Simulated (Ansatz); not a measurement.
In9N9H24, a nanocrystal cut from wurtzite InN (hydrogen-capped). The state is a singlet with charge 0. Geometry PBE-D4/def2-SVP.

Cartesian coordinates in Å:
```
In -0.992 1.222 -4.117
N -0.546 3.018 -2.793
N -0.670 -0.308 -2.535
In 1.429 -0.408 -1.925
In -0.011 2.772 -0.650
N 1.668 1.374 -0.636
N 1.557 -2.071 -0.508
In 3.656 -2.458 0.113
In 2.267 0.968 1.425
N 3.914 -0.517 1.273
In -2.213 -0.203 -0.987
N -1.613 1.559 0.207
N -1.817 -1.881 0.360
In 0.191 -2.106 1.201
In -1.186 1.162 2.312
N 0.551 -0.155 2.178
In -3.386 -2.063 1.926
N -2.850 -0.135 3.011
H 0.348 1.182 -5.233
H -2.700 1.357 -4.443
H 0.212 3.556 -3.240
H -1.361 3.649 -2.837
H -0.844 -1.208 -3.016
H 2.599 -0.412 -3.215
H 0.266 4.328 0.088
H 2.458 1.900 -1.047
H 1.300 -2.907 -1.064
H 4.707 -2.263 -1.267
H 3.670 -3.689 1.349
H 2.776 2.342 2.372
H 4.736 -0.028 0.886
H 4.199 -0.762 2.233
H -3.854 -0.050 -1.553
H -2.443 2.176 0.213
H -1.949 -2.724 -0.228
H 0.406 -3.421 2.323
H -1.028 2.556 3.351
H 0.791 -0.385 3.159
H -4.944 -1.725 1.218
H -2.929 -3.316 3.051
H -3.700 0.448 3.051
H -2.664 -0.373 3.997
```

In the def2 sets In takes a core potential; there is no spin–orbit coupling. Single mean-field runs in def2-SVP, def2-TZVP are fitted with def2-universal-jkfit.

Task: Estimate the orbital energies around the gap (eV) in Ansatz with PBE-D4/def2-SVP, PBE-D4/def2-TZVP, r2SCAN-D4/def2-TZVP, PBE0-D4/def2-SVP, PBE0-D4/def2-TZVP.

Result: 
```csv
orbital,PBE-D4/def2-SVP,PBE-D4/def2-TZVP,r2SCAN-D4/def2-TZVP,PBE0-D4/def2-SVP,PBE0-D4/def2-TZVP
HOMO−5,-6.40,-6.47,-6.75,-7.58,-7.63
HOMO−4,-6.40,-6.47,-6.75,-7.58,-7.63
HOMO−3,-6.29,-6.35,-6.60,-7.47,-7.52
HOMO−2,-6.08,-6.15,-6.41,-7.26,-7.31
HOMO−1,-5.87,-5.93,-6.17,-7.04,-7.08
HOMO,-5.87,-5.93,-6.17,-7.04,-7.08
LUMO,-1.93,-2.20,-2.00,-1.07,-1.36
LUMO+1,-1.66,-1.89,-1.57,-0.88,-1.15
LUMO+2,-1.36,-1.58,-1.26,-0.56,-0.83
LUMO+3,-1.36,-1.58,-1.26,-0.56,-0.83
LUMO+4,-1.00,-1.25,-0.95,-0.24,-0.53
LUMO+5,-0.85,-1.08,-0.69,-0.08,-0.37
```
